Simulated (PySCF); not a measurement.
Planning a shielding job on `C#C[C@@H](C)NC(=O)[SiH3]`.

Method: GIAO PBE0/pcSseg-1 NMR shielding, non-relativistic, gas phase (PySCF 2.14.0, density-fitted response routines). Geometry: GFN2-xTB. Work: shieldings, charges and field gradients, density fitting. The input is one job of a driver script: a line of settings, then coordinates in Å.

Command:
```bash
OMP_NUM_THREADS=1 python probes_run.py task.json out
```

Input:
```
{"job": {"kind": "nmr", "xc": "PBE0", "basis": "pcSseg-1"}, "charge": 0, "multiplicity": 1}
C     -2.536994     1.995126    -0.192877
C     -1.906447     1.004406     0.038661
C     -1.104362    -0.186377     0.266410
C     -1.653341    -1.371622    -0.533568
N      0.285227     0.077970    -0.081464
C      1.311516    -0.108956     0.776479
O      1.140205    -0.518277     1.912678
Si     3.081606     0.255563     0.131178
H     -3.108143     2.857739    -0.368028
H     -1.099836    -0.426230     1.337610
H     -1.654708    -1.142019    -1.597632
H     -2.672505    -1.587667    -0.223824
H     -1.036449    -2.250325    -0.359703
H      0.468104     0.418071    -1.012318
H      2.960974     1.107142    -1.058698
H      3.831621     0.910913     1.193751
H      3.686536    -1.023426    -0.238566
```

Hardware: one thread of an Arm Neoverse N1, no GPU, shared host with 64 logical CPUs at a one-minute load of 62. PySCF's memory limit was set to 1040 MB.

How large is the basis?

188 functions for 68 electrons, with 991 fitting functions; the fitted three-index integrals, 991 × 188 × 189/2 numbers of 8 bytes, come to 130 MiB.

Estimate the wall time.

About 56 s. The SCF took 15 cycles.

How much memory does it need at the peak?

About 0.89 GiB. Peak memory is the resident size of the whole Python process, interpreter and libraries included.

The SCF part of the output:
```
coarse grid: 14784 points
cycle   1  E = -614.5774484154  dE =  1.100e+00  |g| = 8.746e-01  |ddm| = 3.819e+00
cycle   2  E = -613.8984309317  dE =  6.790e-01  |g| = 1.993e+00  |ddm| = 2.814e+00
cycle   3  E = -614.7261968026  dE = -8.278e-01  |g| = 2.245e-01  |ddm| = 2.285e+00
cycle   4  E = -614.7361123144  dE = -9.916e-03  |g| = 9.430e-02  |ddm| = 2.650e-01
cycle   5  E = -614.7377921047  dE = -1.680e-03  |g| = 3.394e-02  |ddm| = 8.632e-02
cycle   6  E = -614.7380142887  dE = -2.222e-04  |g| = 1.148e-02  |ddm| = 2.953e-02
cycle   7  E = -614.7380404197  dE = -2.613e-05  |g| = 5.137e-03  |ddm| = 1.021e-02
cycle   8  E = -614.7380463791  dE = -5.959e-06  |g| = 9.775e-04  |ddm| = 3.922e-03
final grid: 138520 points
cycle   9  E = -614.7945449310  dE = -1.912e-05  |g| = 1.227e-02  |ddm| = 4.009e-02
cycle  10  E = -614.7944503080  dE =  9.462e-05  |g| = 2.518e-02  |ddm| = 2.851e-02
cycle  11  E = -614.7945740722  dE = -1.238e-04  |g| = 2.436e-03  |ddm| = 2.052e-02
cycle  12  E = -614.7945754079  dE = -1.336e-06  |g| = 3.658e-04  |ddm| = 2.031e-03
cycle  13  E = -614.7945754229  dE = -1.491e-08  |g| = 2.605e-04  |ddm| = 4.370e-04
cycle  14  E = -614.7945754389  dE = -1.601e-08  |g| = 5.488e-05  |ddm| = 2.121e-04
cycle  15  E = -614.7945754396  dE = -7.174e-10  |g| = 1.279e-05  |ddm| = 5.517e-05
converged SCF energy = -614.7945754396
```

On the final grid dE counts from the start density on that grid.

Times come from a shared host and carry two figures at best.
